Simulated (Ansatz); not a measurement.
AlH7OSiSn (`[AlH2][O][SnH2][SiH3]`). The species carries charge 0 and has multiplicity 1. Sn: def2 effective core potential.

```json
{"atom": "Al1", "x (Å)": "0.874", "y (Å)": "0.373", "z (Å)": "2.319"}
{"atom": "O2", "x (Å)": "1.508", "y (Å)": "-0.021", "z (Å)": "0.813"}
{"atom": "Sn3", "x (Å)": "0.964", "y (Å)": "-0.319", "z (Å)": "-1.048"}
{"atom": "Si4", "x (Å)": "-1.591", "y (Å)": "-0.061", "z (Å)": "-1.156"}
{"atom": "H5", "x (Å)": "-0.692", "y (Å)": "0.623", "z (Å)": "2.440"}
{"atom": "H6", "x (Å)": "1.855", "y (Å)": "0.480", "z (Å)": "3.555"}
{"atom": "H7", "x (Å)": "1.823", "y (Å)": "0.850", "z (Å)": "-1.954"}
{"atom": "H8", "x (Å)": "1.525", "y (Å)": "-1.889", "z (Å)": "-1.427"}
{"atom": "H9", "x (Å)": "-2.232", "y (Å)": "-1.043", "z (Å)": "-0.244"}
{"atom": "H10", "x (Å)": "-2.059", "y (Å)": "-0.309", "z (Å)": "-2.546"}
{"atom": "H11", "x (Å)": "-1.975", "y (Å)": "1.315", "z (Å)": "-0.752"}
```

(1) What are the harmonic wavenumbers in cm⁻¹ at PBE0-D4/def2-TZVP (Ansatz, finite differences of forces, unscaled)? (An estimate is asked.)

(2) Is this a minimum?

(3) Give the ideal-gas thermochemistry at 298.15 K and 1 bar (rigid rotor, harmonic oscillator; point group Cs, symmetry number 1).

(4) And at 400, 500, 600, 800 and 1000 K?

(5) Rotational constants (cm⁻¹)?

## Answers

(1) Ansatz gave: 47, 49, 90, 116, 137, 299, 306, 431, 470, 498, 559, 561, 618, 626, 705, 790, 855, 934, 936, 978, 1906, 1930, 1932, 1942, 2217, 2234, 2240.

(2) Yes, all 27 modes are real.

(3) Zero-point energy 146.0 kJ/mol; H(298) − E = 172.8 kJ/mol; entropy 410.1 J/(mol·K), of which translation 174.7, rotation 120.6, vibration 114.8; G(298) − E = 50.5 kJ/mol. Modes under 100 cm⁻¹ are hindered rotations or soft bends, so the harmonic entropy is rough.

(4) 
```json
{"T (K)": "400", "H − E (kJ/mol)": "187.9", "S (J/mol/K)": "453.5", "G − E (kJ/mol)": "6.5"}
{"T (K)": "500", "H − E (kJ/mol)": "204.5", "S (J/mol/K)": "490.6", "G − E (kJ/mol)": "-40.7"}
{"T (K)": "600", "H − E (kJ/mol)": "222.6", "S (J/mol/K)": "523.5", "G − E (kJ/mol)": "-91.5"}
{"T (K)": "800", "H − E (kJ/mol)": "262.1", "S (J/mol/K)": "580.1", "G − E (kJ/mol)": "-202.0"}
{"T (K)": "1000", "H − E (kJ/mol)": "304.8", "S (J/mol/K)": "627.7", "G − E (kJ/mol)": "-322.9"}
```

(5) 0.09326, 0.04686, 0.03201.
